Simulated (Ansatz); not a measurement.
`C[SiH](N)[InH2]` + `C=C([SiH3])[SiH2][SiH3]` → `N[SiH]([SiH3])[InH2]` + `C=C(C)[SiH2][SiH3]`  (redistribution)

Calculated with Ansatz (gas phase, PBE0-D4/def2-TZVP geometries, no zero-point term in ΔE). CCSD(T)/CBS adds triple-zeta CCSD(T) − MP2 to the extrapolated MP2 energy (def2 sets, frozen cores). DFT in def2-TZVPP. Elements past krypton have def2 core potentials. For In outer-core shells are correlated without core-valence functions, which leaves a few kJ/mol of doubt a bond. One conformer a species, not always the lowest.

`C[SiH](N)[InH2]`:

Cartesian coordinates in Å:
```
C -0.656 1.443 0.798
Si -0.416 -0.289 0.125
N 0.550 -1.178 1.255
In 0.784 -0.378 -2.154
H -1.284 2.032 0.126
H -1.151 1.410 1.774
H 0.299 1.958 0.920
H -1.797 -0.853 -0.070
H 0.995 -2.032 0.958
H 0.244 -1.259 2.214
H 0.570 0.824 -3.387
H 1.862 -1.679 -2.560
```

`C=C([SiH3])[SiH2][SiH3]`:

```xyz
15

C     0.352   -0.907   -1.968
C    -0.240   -0.521   -0.833
Si   -1.045   -1.800    0.261
Si   -0.220    1.285   -0.350
Si    1.037    1.618    1.599
H     0.837   -0.202   -2.641
H     0.381   -1.949   -2.282
H    -0.919   -3.139   -0.374
H    -0.395   -1.824    1.599
H    -2.483   -1.479    0.467
H     0.360    2.079   -1.470
H    -1.610    1.761   -0.096
H     0.428    0.889    2.744
H     1.092    3.067    1.937
H     2.426    1.121    1.406
```

`N[SiH]([SiH3])[InH2]`:

Cartesian coordinates in Å:
```
N -0.589 -1.743 0.877
Si -0.207 -0.062 0.649
Si -1.403 0.719 -1.208
In 2.280 0.611 0.362
H -0.350 -2.168 1.760
H -0.385 -2.384 0.126
H -0.727 0.652 1.854
H -0.988 -0.037 -2.425
H -2.876 0.574 -1.054
H -1.076 2.154 -1.434
H 2.794 2.267 0.318
H 3.527 -0.584 0.175
```

`C=C(C)[SiH2][SiH3]`:

```xyz
15

C    -1.193    0.142   -1.819
C    -0.282   -0.297   -0.952
C     1.132   -0.583   -1.362
Si   -0.755   -0.543    0.843
Si    0.394    0.967    2.218
H    -0.945    0.312   -2.865
H    -2.217    0.347   -1.525
H     1.285   -0.396   -2.427
H     1.397   -1.625   -1.155
H     1.841    0.034   -0.801
H    -0.403   -1.925    1.280
H    -2.223   -0.350    1.001
H     0.023    2.368    1.876
H     1.865    0.819    2.035
H     0.079    0.729    3.653
```

CCSD(T)/CBS gives +37.8 kJ/mol.

(1) Another level gave +36.4 kJ/mol. Which?
A. CCSD(T)/def2-TZVPP
B. PBE0/def2-TZVPP
C. r2SCAN/def2-TZVPP
D. MP2/def2-TZVPP

Largest T1 diagnostic among the species: 0.014.

## Answers

(1) A. CCSD(T)/def2-TZVPP 36.4, MP2/def2-TZVPP 43.9, r2SCAN 29.6, PBE0 24.2 kJ/mol.

From PBE to PBE0 (25 % exact exchange), in def2-TZVPP and without D4, ΔE moves by +5.1 kJ/mol.

CCSD(T)/CBS has its own doubt, a few kJ/mol and more with outer-core shells, so smaller differences from it don't rank the levels.
